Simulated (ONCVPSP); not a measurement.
**What one change does to a pseudopotential (tantalum (Ta), ONCV)**

* Element: tantalum (Ta)
* Generator: ONCVPSP 4.0.1
* Type: optimised norm-conserving Vanderbilt (ONCV)
* Functional: PW91
* Relativity: scalar-relativistic
* Frozen core: [Kr] 4d10 4f14
* Valence charge: 13
* Reference configuration: 5s2 5p6 5d3 6s1 (charge +1)
* Partial waves: 5s+6s: rc 1.90 bohr, ncon 4, nbas 8, qcut 7.7 1/bohr, 2 projectors; 5p: rc 1.35 bohr, ncon 5, nbas 8, qcut 5.6 1/bohr, 2 projectors, debl 0.7 Ha; 5d: rc 2.90 bohr, ncon 3, nbas 8, qcut 4.5 1/bohr, 2 projectors, debl 3.2 Ha
* Local potential: polynomial inside 0.85 bohr (lpopt 5, dvloc0 -1 Ha)
* Core correction: polynomial model core, fcfact 0.35

In the p channel the program set the typed energies aside and used -1.716, 0.250 Ha.

All-electron outer shells of the reference configuration (PW91, scalar-relativistic, ld1.x):

| shell | level (eV) | outermost node (bohr) | outermost maximum (bohr) |
| --- | --- | --- | --- |
| 5s | -80.29 | 0.54 | 0.98 |
| 5p | -46.69 | 0.58 | 1.13 |
| 4f | -31.98 | – | 0.44 |
| 6s | -11.68 | 1.32 | 2.68 |
| 5d | -10.56 | 0.65 | 1.56 |

Change: d: rc 2.08.

Cutoffs: the cutoffs (Ha) at which the residual kinetic energy of the hardest occupied pseudo-wave falls to 1 and 0.1 mHa per electron; they do not see the model core or the augmentation charge, which bear on the density cutoff. Errors are all-electron minus pseudo energies relative to the spin-unpolarised reference configuration.

Task: How do hardness, ghosts and transferability respond?

Result: The potential gets neither clearly harder nor softer (90 Ha and 107 Ha → 90 Ha and 107 Ha); both files keep a bound ghost (s); of the 4 tests that both files solve, the error grows in 2 and shrinks in 2 by more than 15 % and 0.3 meV (median size 9.3 → 20.7 meV).

```csv
quantity,base,changed
"cutoff, loose",90 Ha,90 Ha
"cutoff, tight",107 Ha,107 Ha
loose cutoff by channel,"s 18 Ha, p 90 Ha, d 8.1 Ha","s 18 Ha, p 90 Ha, d 12 Ha"
bound ghosts,s,s
GHOST(+) flags under 300 eV,"d at 138.7 eV, p at 150.1 eV","d at 110.6 eV, p at 150.1 eV"
"error for 5s2 5p6 5d3 6s2, meV [ΔE -8.53 eV]",+1.6,+2.0
"error for 5s2 5p6 5d3 6s0, meV [ΔE 15.03 eV]",-16,-8.1
"error for 5s2 5p6 5d2 6s0, meV [ΔE 38.71 eV]",+2.8,-33
"error for 5s2 5p6 5d1 6s0, meV [ΔE 73.83 eV]",+245,-81
s: phases at 1.93 bohr within 0.05 rad from the reference energy up to (Ha; the scan ends near 5),to the end of the scan,to the end of the scan
p: phases at 1.37 bohr within 0.05 rad from the reference energy up to (Ha; the scan ends near 5),4.8,4.8
"rms error of d²Exc/dni dnj with the model core, mHa",0.98,0.70
```

 A true bound ghost makes a file unfit for plane-wave use even where its test errors are small: the radial tests pick states by their node count and pass the ghost by.
